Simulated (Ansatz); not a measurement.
`CN([SiH3])[SiH2]Cl` + `C=C` → `C=C[SiH2]Cl` + `CN[SiH3]` at 298.15 K and 1 bar (formal exchange of groups at the Si–N bond).

Isolated molecules relaxed with PBE0-D4/def2-TZVP in Ansatz; ΔE leaves out vibrations. CBS: MP2 limit from def2 TZ/QZ plus the TZ coupled-cluster correction, frozen cores. This one scheme is used for every species. One conformer a species, not always the lowest.

| species | CCSD(T)/CBS energy (Eh) | H − E (kJ/mol) | S (J/(mol·K)) |
| --- | --- | --- | --- |
| `CN([SiH3])[SiH2]Cl` | -1135.59245 | 258.2 | 384.3 |
| `C=C` | -78.48111 | 144.6 | 218.9 |
| `C=C[SiH2]Cl` | -827.99751 | 178.3 | 319.8 |
| `CN[SiH3]` | -386.04948 | 224.3 | 300.3 |

H − E and S are ideal-gas, rigid-rotor, harmonic terms from PBE0-D4/def2-TZVP, for one conformer and one mirror image of each species. 1 Eh = 2625.50 kJ/mol, R = 8.31446 J/(mol·K).

**Question.** By hand: ΔE, ΔH, ΔS and ΔG.

**Answer.** ΔE = (-827.99751) + (-386.04948) − (-1135.59245) − (-78.48111) = 0.02657 Eh = 69.8 kJ/mol. Δ(H − E) = 178.3 + 224.3 − 258.2 − 144.6 = -0.2, so ΔH = 69.6 kJ/mol. ΔS = 319.8 + 300.3 − 384.3 − 218.9 = 16.9 J/(mol·K). ΔG = 69.6 − 298.15 × (16.9)/1000 = 64.6 kJ/mol.

**Question.** By hand: the equilibrium constant, and the temperature at which ΔG would vanish if ΔH and ΔS stayed fixed.

**Answer.** log₁₀ K = −ΔG/(RT ln 10) = -11.3. ΔG = 0 at ΔH/ΔS = 4118 K, far beyond where these terms or the molecules hold.

ΔH outweighs TΔS. A doubt of 5 kJ/mol in ΔE shifts log₁₀ K by 0.9 here. Other conformers and mirror images would add mixing entropy, several J/(mol·K) or more a flexible species. Modes under 60 cm⁻¹, often nearly free rotors, make the harmonic entropy too high. These are equilibria of isolated gas molecules and say nothing of rates. Largest T1 diagnostic: 0.011 (customary marks: 0.02 for closed shells, 0.045 for open ones).
